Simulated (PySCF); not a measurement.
**Ionisation energy of Ba³⁹⁺ by level of theory**

Ba³⁹⁺ [Ne] 3s2 3p5 [3p1/2^2 3p3/2^3, M_J = 3/2] → Ba⁴⁰⁺ [Ne] 3s2 3p4 [3p1/2^2 3p3/2^2, M_J = 2], as a difference of total energies. Calculation: PySCF 2.14, in an uncontracted even-tempered set (19 s from 8.1 bohr⁻², ratio 2.4; 14 p from 11 bohr⁻², ratio 2.4; 4 d from 41 bohr⁻², ratio 2.6; 4 f from 61 bohr⁻², ratio 2.6); the two-component X2C-1e Hamiltonian. Correlated levels: 1s2 frozen; the 56 highest virtual spinors dropped. "Screened" scales the spin-orbit matrix elements by Boettger's factors to mimic the two-electron term; Breit and QED terms are absent.

```json
{"method": "GHF (spin-free)", "ionisation energy (eV)": "2928.1"}
{"method": "GMP2 (spin-free)", "ionisation energy (eV)": "2929.1"}
{"method": "GHF (screened spin-orbit)", "ionisation energy (eV)": "2901.5"}
{"method": "GMP2 (screened spin-orbit)", "ionisation energy (eV)": "2902.5"}
```

Breit and QED terms and the two-electron picture change are absent.

The spin-free rows relax to the high-spin LS determinant and lack the spin-orbit shift.

The labels give the starting determinants; with spin-orbit coupling the two ends relaxed to ⟨J²⟩ = 3.75, ⟨L²⟩ = 2.01, ⟨S²⟩ = 0.76 and ⟨J²⟩ = 6.00, ⟨L²⟩ = 3.15, ⟨S²⟩ = 1.44.

For comparison: 2901 ± 4 eV (theoretical estimate listed by NIST; NIST Atomic Spectra Database, ionization energies).
